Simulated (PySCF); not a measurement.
# One molecule, several mistakes: BC2H8N

These are calculations, not measurements. The program is PySCF 2.14.0, an open-source quantum chemistry code, run on an isolated molecule that a program drew, which may never have been made. The molecule is BC2H8N (charge 0, singlet), drawn as the SMILES string `BCCN`.

Each row is a Hartree-Fock (HF) and frozen-core CCSD(T) single point in the cc-pVDZ basis, meant for a local HF minimum. Run 1 is clean. Each other run has one planted mistake out of seven kinds, and not every kind appears here: one electron removed, one electron added, multiplicity raised by two, geometry at a saddle point, minimal basis STO-3G, one bond length entered in bohr, all coordinates scaled. The reference is restricted for singlets and unrestricted otherwise, and also for a bond in bohr. Adding or removing an electron swaps singlet and doublet. Electrons count all cores. HOMO and LUMO are orbital energies over both spins, the gradient is its largest component, and the lowest frequency (negative if imaginary) is given only where the gradient is small. Bond lengths are over the 11 bonds as drawn. T1 is the CCSD diagnostic: over 0.02 (restricted) or 0.045 (unrestricted) a single reference is doubtful.

Geometry of the clean run:
```xyz
12
BC2H8N, angstrom
B     1.3238   -0.4528    0.0932
C     0.9291    0.1968    1.4724
C    -0.5347    0.0843    1.9077
N    -0.8751    0.6892    3.1848
H     0.5216   -1.0228   -0.5993
H     2.4606   -0.3858   -0.2925
H     1.5892   -0.2420    2.2372
H     1.2364    1.2536    1.4355
H    -0.8205   -0.9702    1.9515
H    -1.1760    0.5337    1.1445
H    -0.3173    0.2838    3.9187
H    -0.6448    1.6695    3.1751
```

| run | electrons | basis functions | <S^2> | HOMO (eV) | LUMO (eV) | gradient (hartree/bohr) | lowest frequency (cm^-1) | mean bond (Å) | longest bond (Å) | T1 | HF (hartree) | CCSD(T) (hartree) | mistake |
|---|---|---|---|---|---|---|---|---|---|---|---|---|---|
| 1 | 32 | 96 | 0.000 | -10.31 | 2.42 | 2.2e-05 | 47 | 1.2153 | 1.575 | 0.0082 | -159.50913 | -160.12411 | no fault |
| 2 | 31 | 96 | 0.761 | -16.95 | -5.89 | 7.5e-02 | - | 1.2153 | 1.575 | 0.0235 | -159.21302 | -159.79320 | one electron removed |
| 3 | 33 | 96 | 0.761 | 0.60 | 8.96 | 2.0e-02 | - | 1.2153 | 1.575 | 0.0085 | -159.45174 | -160.08679 | one electron added |
| 4 | 32 | 28 | 0.000 | -8.51 | 6.80 | 2.9e-02 | - | 1.2153 | 1.575 | 0.0046 | -157.55056 | -157.79177 | minimal basis STO-3G |
| 5 | 32 | 96 | 0.000 | -10.31 | 2.16 | 5.4e-02 | - | 1.3016 | 1.687 | 0.0090 | -159.46288 | -160.09499 | all coordinates scaled |
| 6 | 32 | 96 | 2.030 | -3.93 | -1.90 | 6.8e-02 | - | 1.2153 | 1.575 | 0.0668 | -159.31142 | -159.93741 | ? |

**Which mistake was planted in run 6, and what did it cost?**

Electrons, basis and geometry are unchanged, and <S^2> is 2.030, beside S(S+1) = 2.00 for a multiplicity of 3. So the mistake is: multiplicity raised by two. Subtracting run 1 and multiplying by 627.51 kcal/mol a hartree, the energy moved by 124.1 kcal/mol in HF and 117.2 kcal/mol in CCSD(T).

Cautions from the logs. Run 3: the HOMO is above zero, so the electron isn't bound and the energy depends on the basis; run 6: T1 is over the limit, so its CCSD(T) energy is less reliable.
